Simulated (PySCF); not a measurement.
# Reading the logs of faulty runs: AlBCH5O

Calculated results; nothing here was measured. They come from PySCF 2.14.0, an open-source quantum chemistry program, on an isolated molecule that a program drew, which may never have been made. The molecule is AlBCH5O (charge 0, doublet), drawn as the SMILES string `BC[O][AlH]`.

Each row is a Hartree-Fock (HF) and frozen-core CCSD(T) single point in the cc-pV(D+d)Z basis, meant for a local HF minimum. Run 1 is clean. Each other run has one planted mistake out of seven kinds, and not every kind appears here: one electron removed, one electron added, multiplicity raised by two, geometry at a saddle point, minimal basis STO-3G, one bond length entered in bohr, all coordinates scaled. The reference is restricted for singlets and unrestricted otherwise, and also for a bond in bohr. Adding or removing an electron swaps singlet and doublet. Electrons count all cores. HOMO and LUMO are orbital energies over both spins, the gradient is its largest component, and the lowest frequency (negative if imaginary) is given only where the gradient is small. Bond lengths are over the 8 bonds as drawn. T1 is the CCSD diagnostic: over 0.02 (restricted) or 0.045 (unrestricted) a single reference is doubtful.

Geometry of the clean run:
```xyz
9
AlBCH5O, angstrom
B    -1.6161    1.3234   -1.3391
C    -0.1097    0.8418   -1.2681
O     0.0429    1.0415    0.1345
Al    1.0561    1.8423    1.2297
H    -1.8594    2.4960   -1.4404
H    -2.5154    0.5461   -1.1788
H     0.6121    1.4401   -1.8310
H     0.0597   -0.2110   -1.4986
H     2.2937    2.6564    0.6327
```

| run | electrons | basis functions | <S^2> | HOMO (eV) | LUMO (eV) | gradient (hartree/bohr) | lowest frequency (cm^-1) | mean bond (Å) | longest bond (Å) | T1 | HF (hartree) | CCSD(T) (hartree) | mistake |
|---|---|---|---|---|---|---|---|---|---|---|---|---|---|
| 1 | 37 | 90 | 0.756 | -8.43 | 1.13 | 1.7e-05 | 53 | 1.3605 | 1.693 | 0.0168 | -382.22767 | -382.73684 | no fault |
| 2 | 38 | 90 | 0.000 | -0.28 | 6.27 | 6.5e-02 | - | 1.3605 | 1.693 | 0.0232 | -382.20969 | -382.75598 | one electron added |
| 3 | 36 | 90 | 0.000 | -15.91 | -7.20 | 7.0e-02 | - | 1.3605 | 1.693 | 0.0197 | -381.94010 | -382.44738 | one electron removed |
| 4 | 37 | 90 | 3.779 | -5.92 | -1.46 | 1.0e-01 | - | 1.3605 | 1.693 | 0.0259 | -382.04572 | -382.56029 | multiplicity raised by two |
| 5 | 37 | 90 | 0.762 | -8.74 | 0.74 | 5.1e-02 | - | 1.4762 | 1.837 | 0.0199 | -382.18037 | -382.70491 | all coordinates scaled |
| 6 | 37 | 29 | 0.759 | -5.20 | 6.80 | 2.9e-02 | - | 1.3605 | 1.693 | 0.0204 | -377.47840 | -377.67066 | ? |

**Which mistake was planted in run 6, and what did it cost?**

It has 29 basis functions where the clean run has 90, with the same electrons and geometry. So the mistake is: minimal basis STO-3G. Subtracting run 1 and multiplying by 627.51 kcal/mol a hartree, the energy moved by 2980.2 kcal/mol in HF and 3179.1 kcal/mol in CCSD(T).

Cautions from the logs. Run 2: T1 is over the limit, so its CCSD(T) energy is less reliable.
